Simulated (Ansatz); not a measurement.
Gas-phase electronic energies from Ansatz, PBE0-D4/def2-TZVP geometries. CCSD(T)/CBS is the MP2 limit (def2-TZVPP, def2-QZVPP) plus CCSD(T) − MP2 in def2-TZVPP, frozen cores. Each species was taken in one conformer, which may not be the lowest.

`CC(C)CCCl` + `NB(N)O` → `CNB(N)O` + `CCCCCl`  (substitution at a C–C bond)

`CC(C)CCCl`:

Cartesian coordinates in Å:
```
C 0.319 1.780 0.689
C -0.009 0.304 0.518
C -1.510 0.094 0.385
C 0.762 -0.261 -0.671
C 0.563 -1.732 -0.950
Cl 1.079 -2.761 0.421
H 1.394 1.938 0.806
H -0.010 2.357 -0.181
H -0.179 2.195 1.569
H 0.331 -0.228 1.414
H -1.890 0.553 -0.535
H -2.039 0.550 1.224
H -1.778 -0.965 0.370
H 0.462 0.277 -1.581
H 1.831 -0.069 -0.534
H 1.154 -2.053 -1.807
H -0.481 -1.978 -1.138
```

`NB(N)O`:

```xyz
9

N     0.082    0.332   -1.205
B    -0.184   -0.035    0.143
N     0.858   -0.313    1.059
O    -1.474   -0.140    0.632
H    -0.634    0.533   -1.878
H     1.009    0.414   -1.578
H     0.658   -0.571    2.007
H     1.834   -0.276    0.836
H    -2.149    0.057   -0.017
```

`CNB(N)O`:

```xyz
12

C    -0.536   -1.605    0.147
N     0.535   -0.727   -0.235
B     0.525    0.687   -0.180
N    -0.614    1.411    0.268
O     1.686    1.322   -0.590
H    -0.445   -2.570   -0.359
H    -1.502   -1.188   -0.154
H    -0.579   -1.801    1.227
H     1.409   -1.174   -0.452
H    -1.451    0.964    0.593
H    -0.693    2.409    0.211
H     1.665    2.272   -0.476
```

`CCCCCl`:

Z-matrix (Å, degrees):
```
C
C 1 1.518
H 1 1.092 2 111.4
H 1 1.094 2 111.4 3 120.2
H 1 1.093 2 111.1 3 -120.0
C 2 1.519 1 112.5 3 -179.9
H 2 1.094 1 109.9 3 58.3
H 2 1.096 1 109.8 3 -58.2
C 6 1.510 2 114.4 1 179.3
H 6 1.098 2 109.5 1 59.3
H 6 1.095 2 110.1 1 -57.3
Cl 9 1.790 6 112.2 2 65.5
H 9 1.091 6 111.6 2 -53.6
H 9 1.089 6 111.6 2 -175.6
```

```
         level  ΔE (kJ/mol)
 HF/def2-TZVPP         31.1
MP2/def2-QZVPP         47.3
```

Q: What does CCSD(T)/CBS give? (Best estimate.)

A: Computed: +43.3 kJ/mol. The listed levels differ from it by -12.2, 4.0 kJ/mol.

Largest T1 diagnostic among the species: 0.010.

The D4 term adds +5.2 kJ/mol with B3LYP and +3.0 kJ/mol with PBE0; it sums over pairs of atoms, weighted by their polarisabilities, and B3LYP, whose exchange is more repulsive, gets the larger term. In def2-TZVPP, CCSD(T) changes the Hartree–Fock value by +10.9 kJ/mol (the triples alone add +1.3 kJ/mol) and MP2 by +15.4 kJ/mol.

B3LYP here is the variant with VWN-RPA as its local correlation; programs differ in this.
